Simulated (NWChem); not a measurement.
System: ZrCl2F2; SMILES [Cl][Zr]([F])([Cl])[F]

```xyz
5

Zr     0.0000     0.0000     0.2376
F      0.0000     1.5298     1.3381
F      0.0000    -1.5298     1.3381
Cl     1.9181     0.0000    -1.0962
Cl    -1.9181     0.0000    -1.0962
```
Atoms are numbered in this order, from 1.

Level: PBE0/def2-SVP with def2 effective core potentials on Zr (NWChem), optimised geometry, unscaled harmonic frequencies. def2 effective core potentials on Zr; no spin-orbit coupling.

**Question.** List the harmonic frequencies with IR intensities, and the thermochemistry.

**Answer.** 
| frequency (cm⁻¹) | IR intensity (km/mol) |
|---|---|
| 99 | 2.9 |
| 124 | 12.9 |
| 130 | 0.0 |
| 150 | 12.3 |
| 162 | 11.1 |
| 405 | 37.4 |
| 435 | 135.3 |
| 705 | 127.9 |
| 716 | 158.4 |

* **zero-point energy**: 4.2 kcal/mol
* **thermal correction to the enthalpy at 298.15 K (with zero-point energy)**: 9.2 kcal/mol
* **heat capacity Cv**: 20.0 cal/(mol K)
* **entropy at 298.15 K and 1 atm (symmetry number 2)**: 86.2 cal/(mol K)

Rigid rotor and harmonic oscillator; modes under 100 cm⁻¹ make the entropy uncertain.
